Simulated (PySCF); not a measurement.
The electron affinity along group 6

Calculated with PySCF 2.14 from differences of total energies of unrestricted determinants, without spin-orbit coupling. Values in eV. The last column holds reference values (measured affinities from photodetachment; the arrow runs from anion to atom). Unmarked ones compare directly (S terms, centres of terms, or small fine structure); those marked * lie between the lowest fine-structure levels and include a spin-orbit shift.

| element | configurations | MP2 (valence) | SCS-MP2 (valence) | CCSD (valence) | PBE | PBE0 | r2SCAN | reference |
| --- | --- | --- | --- | --- | --- | --- | --- | --- |
| Cr (def2-QZVPPD, non-relativistic) | [Ar] 3d5 4s2 → [Ar] 3d5 4s1 | 0.104 | 0.267 | 0.384 | 0.328 | 0.215 | 0.214 | 0.676 |
| Mo (def2-QZVPPD with the def2 core potential (28 electrons), ECP) | [Kr] 4d5 5s2 → [Kr] 4d5 5s1 | 0.229 | 0.407 | 0.464 | 0.418 | 0.285 | 0.257 | 0.747 |
| W (def2-QZVPPD with the def2 core potential (60 electrons), ECP) | [Xe] 4f14 5d5 6s2 → [Xe] 4f14 5d4 6s2 | 1.077 | 0.534 | 1.164 | 1.491 | 1.370 | 1.591 | 0.817 * |

The highest occupied level of the anion is positive for Cr⁻ at PBE, PBE0, r2SCAN; Mo⁻ at PBE, PBE0, r2SCAN; W⁻ at PBE, PBE0, r2SCAN, so there the basis helps to hold the electron.

"Valence" correlates the outer s and p shells and, in groups 3 to 12 and the f block, the outer d or f shell, open or full, or the next shell where the ion has no valence electron left; the wider scheme adds the next inner shell.
